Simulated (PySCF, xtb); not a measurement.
BClGeH4O, SMILES O[B]([GeH3])Cl.

GFN2-xTB (xtb) at its own geometry gives an orbital gap of 4.49 eV and a dipole moment of 2.69 D.

Geometry optimised at B3LYP-D3(BJ)/def2-SVP. The structure was generated by enumeration, and PubChem lists no compound with its InChIKey, so it may never have been made. Other conformers were not sampled.

What does B3LYP/def2-TZVP (PySCF) give? (Estimate from the structure and the level; the computed values follow.)

gap 6.95 eV (levels -8.14 and -1.19 eV), dipole 1.50 D.
